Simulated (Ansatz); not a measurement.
# Cost against result

Saddle point of SiH5BrO2, closed shell (SiH₃BrO ([OH][SiH2][Br]) + H₂O → SiH₄O₂ ([OH][SiH2][OH]) + HBr; bonds formed: Si1–O7, Br2–H6; bonds broken: Si1–Br2, H6–O7), PBE0-D4/def2-TZVP structure:

```xyz
9
angstrom
Si -0.5097 -0.2693 0.2338
Br 0.5022 -2.4425 -0.3562
H -1.7420 -0.7286 -0.4487
H -0.2975 -0.5281 1.6678
O -0.7900 1.3934 0.2005
H 1.8263 -0.4666 -0.4321
O 1.1690 0.2523 -0.4725
H -1.6326 1.6549 -0.1695
H 1.4743 1.1346 -0.2232
```

Barriers are electronic and count from the start structure reached by relaxing down the imaginary mode.

Ansatz 0.2.0; basis: as named in each row; cores frozen in the correlated methods. Filled d shells of the heavier atoms are correlated. The def2 sets are not built for correlating such inner shells, so the correlated values are less sure here. B3LYP uses VWN-RPA correlation. Extrapolation: Hartree–Fock as exp(−7.88 √X), correlation as X^−2.97.

Times are rough, for one single point on 4 threads of a shared host (Arm Neoverse V2).

The estimate by CCSD(T) at an estimated basis limit (MP2 extrapolated from triple and quadruple zeta, plus CCSD(T) − MP2 in triple zeta) is 0.725 eV.

```csv
method,basis,time (s),barrier (eV),method less estimate
HF,STO-3G,under 1,1.234,0.509
PBE-D4,STO-3G,under 1,0.421,-0.304
SPW92,def2-SVP,under 1,0.150,-0.576
PBE-D4,def2-SVP,under 1,0.493,-0.232
B3LYP-D4,6-31G,under 1,0.260,-0.465
PBE0-D4,def2-SVP,1,0.541,-0.184
SPW92,def2-TZVPP,1,0.297,-0.428
PBE-D4,def2-TZVPP,2,0.631,-0.094
BLYP-D4,def2-TZVPP,2,0.741,0.015
B3LYP-D4,def2-TZVPP,2,0.739,0.014
BHLYP-D4,def2-TZVPP,3,0.747,0.022
PBE0-D4,def2-TZVPP,3,0.649,-0.077
CAM-B3LYP-D4,def2-TZVPP,3,0.700,-0.026
r2SCAN-D4,def2-TZVPP,4,0.624,-0.101
RPA on PBE,def2-TZVPP,4,0.815,0.090
wB97M-V,def2-SVP,4,0.498,-0.227
r2SCAN0-D4,def2-TZVPP,4,0.632,-0.093
B2PLYP,def2-TZVPP,5,0.765,0.040
PBE-QIDH,def2-TZVPP,5,0.675,-0.051
CCSD(T),def2-SVP,5,0.787,0.061
wB97X-V,def2-TZVPP,6,0.693,-0.032
B97M-V,def2-TZVPP,8,0.678,-0.047
wB97M-V,def2-TZVPP,8,0.632,-0.093
MP2,def2-QZVPP,18,0.715,-0.010
CCSD(T),def2-TZVPP,130,0.756,0.031
```

All methods are single points on the PBE0-D4 structures.

T1 diagnostic: at most 0.010.

The step is the kind of ligand exchange by which a precursor binds to a hydroxyl group, or is hydrolysed, in atomic layer deposition of oxides.

Labels in which every atom is bracketed show which atoms are joined, not bond orders.
